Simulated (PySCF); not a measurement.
Compound: C₆H₈Si₂.
Cartesian coordinates in Å at the PBE0-D3(BJ)/def2-SVP level; atoms count from 1:
```xyz
16
C6H8Si2 angstrom
C      3.5961   -0.4603    0.7084
C      2.3994   -0.4203    0.4991
C      1.0050   -0.2930    0.2352
C      0.1565   -1.3471    0.3364
Si    -1.6853   -1.3000    0.0153
C     -2.2238    0.4289   -0.4561
C     -1.3961    1.4853   -0.5610
Si     0.4517    1.4459   -0.2649
H      4.6525   -0.5145    0.8967
H      0.5916   -2.3121    0.6340
H     -2.0323   -2.2652   -1.0761
H     -2.4220   -1.7560    1.2368
H     -3.2936    0.5857   -0.6592
H     -1.8284    2.4566   -0.8451
H      1.1840    1.8544   -1.5028
H      0.8271    2.4093    0.8149
```

All values: PBE0/def2-SVPD (PySCF, non-relativistic), on one gas-phase PBE0-D3(BJ)/def2-SVP geometry that isn't relaxed in the solvent. The solvent is an IEF-PCM continuum (Bondi radii, 1.10 Å for H, scaled by 1.2). The model holds no explicit solvent molecules, cavitation or dispersion.

Gas phase at PBE0/def2-SVPD: HOMO -7.28 eV, LUMO -1.62 eV, dipole 0.47 D.

Problem. What does the continuum do to the energy, the frontier levels and the dipole at PBE0/def2-SVPD in methanol and dimethylsulfoxide?

Solution. 
```csv
solvent,ε,E(solvent) − E(gas) (kcal/mol),polarisation term (kcal/mol),distortion of the solute (kcal/mol),HOMO (eV),LUMO (eV),dipole (D)
methanol,32.61,-3.14,-3.58,0.44,-7.34,-1.63,0.82
dimethylsulfoxide,46.83,-3.19,-3.65,0.46,-7.34,-1.64,0.82
```

The polarisation term is half the interaction of the solute with the surface charges that it induces; the rest is the cost of distorting the solute's density. The sum is the electrostatic part of solvation alone. From methanol to dimethylsulfoxide the lowering changes by a factor 1.02, Onsager's factor (ε − 1)/(2ε + 1) by 1.01 and ε itself by 1.4.

Problem. How does the static polarisability (PBE0/def2-SVPD, frozen core, with the continuum's full static response) change?

Solution. 
```csv
medium,isotropic (au),principal values (au),⟨r²⟩ of the electrons (bohr²)
gas,125.1,"82.0, 121.4, 172.0",1489.6
methanol,176.1,"118.0, 166.9, 243.3",1487.9
dimethylsulfoxide,177.1,"118.9, 167.7, 244.6",1487.9
```

The isotropic value in dimethylsulfoxide is 1.42 times the gas-phase one; no cavity-field correction is applied. ⟨r²⟩ is taken about the centre of nuclear charge.

Time: 36 s wall; peak memory 1.1 GiB. Hardware: one thread, Intel Xeon Platinum 8488C (x86_64), no GPU (shared host). This is the whole response run at PBE0/def2-SVPD in dimethylsulfoxide, SCF included.
